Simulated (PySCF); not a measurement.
PySCF input:

```python
from pyscf import gto, scf, dft

mol = gto.M(
    atom='''
    Si   -0.00789627   -0.00196085   -0.00193559
    F    -0.45682632   -1.01872183   -1.13076924
    F    -0.66596914   -0.52983103    1.33395753
    F    -0.63343346    1.39171069   -0.40516989
    N     1.64534982    0.16650794    0.21106221
    H     2.19308874   -0.49234759    0.73821720
    H     2.20607038    0.76582368   -0.37072016
    ''',
    basis='def2-tzvpd',
    charge=0,
    spin=0,
    verbose=4,
)

mf = dft.RKS(mol, xc='tpssh').density_fit(auxbasis='def2-universal-jkfit')
mf.grids.level = 3
mf.conv_tol = 1e-9
mf.max_cycle = 100
mf.max_memory = 1500
mf.kernel()
if not mf.converged:
    mf = mf.newton()
    mf.kernel(mf.make_rdm1())
mf.analyze()
```

What final total energy does it print?

-645.39938 Eh (TPSSh/def2-TZVPD).
